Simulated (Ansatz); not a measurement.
Si21H30. Total charge 0; singlet. Geometry r2SCAN-D4/def2-SVP, basis def2-SVP, Ansatz.

```xyz
51

Si   -0.100    3.604    2.801
Si    4.028   -1.166    0.420
Si    2.950    2.356    0.814
Si    0.372   -0.022    1.990
Si    0.077   -2.254   -1.211
Si   -1.490    0.792    0.697
Si    1.283   -0.280   -1.862
Si   -3.488   -2.251    0.926
Si   -3.112   -1.181   -2.621
Si    0.055    3.657   -1.004
Si    2.145   -1.593    1.771
Si   -1.296   -3.036    0.568
Si    1.535    1.929    2.641
Si   -3.364   -0.076    1.814
Si   -1.314    3.147    0.846
Si    4.836    0.968    0.956
Si    3.472   -1.143   -1.864
Si    1.694    1.960   -1.147
Si   -1.322   -2.635   -3.064
Si   -2.238    0.729   -1.558
Si   -4.616   -2.195   -1.132
H     0.473    4.986    2.824
H    -0.951    3.402    4.017
H     5.027   -2.236    0.752
H     3.336    3.806    0.763
H    -0.335   -0.532    3.217
H     1.165   -3.295   -1.218
H     0.844   -0.073   -3.284
H    -4.132   -3.223    1.872
H    -3.799   -0.708   -3.869
H     0.834    4.916   -0.755
H    -0.730    3.842   -2.262
H     2.642   -1.532    3.189
H     1.698   -2.999    1.533
H    -0.607   -3.042    1.894
H    -1.416   -4.471    0.134
H     2.317    1.696    3.899
H    -3.186   -0.094    3.299
H    -4.598    0.705    1.478
H    -2.656    3.810    0.765
H     5.407    1.010    2.340
H     5.891    1.397   -0.016
H     4.420   -0.250   -2.606
H     3.531   -2.514   -2.460
H     2.601    2.341   -2.288
H    -0.652   -2.288   -4.356
H    -1.786   -4.058   -3.119
H    -1.235    1.358   -2.472
H    -3.372    1.711   -1.438
H    -4.963   -3.579   -1.587
H    -5.877   -1.393   -1.025
```

```tsv
run	HOMO (eV)	LUMO (eV)
A	-6.18	-2.18
B	-7.30	-1.49
C	-9.29	1.55
D	-7.14	-1.53
E	-6.45	-2.10
F	-9.17	0.37
```

Single mean-field runs in def2-SVP are fitted with def2-universal-jkfit.

The runs used HF, PBE, PBE0, r2SCAN, r2SCAN0, ωB97X-V. Estimate which is which.

A PBE (0 % exact exchange); B r2SCAN0 (25 % exact exchange); C HF (100 % exact exchange); D PBE0 (25 % exact exchange); E r2SCAN (0 % exact exchange); F ωB97X-V (range-separated). Exact exchange lowers occupied and raises empty levels; among semilocal functionals meta-GGAs tend to open the gap a little, and such runs are hard to tell apart. The gap grows from 4.00 eV (PBE) to 10.85 eV (HF).
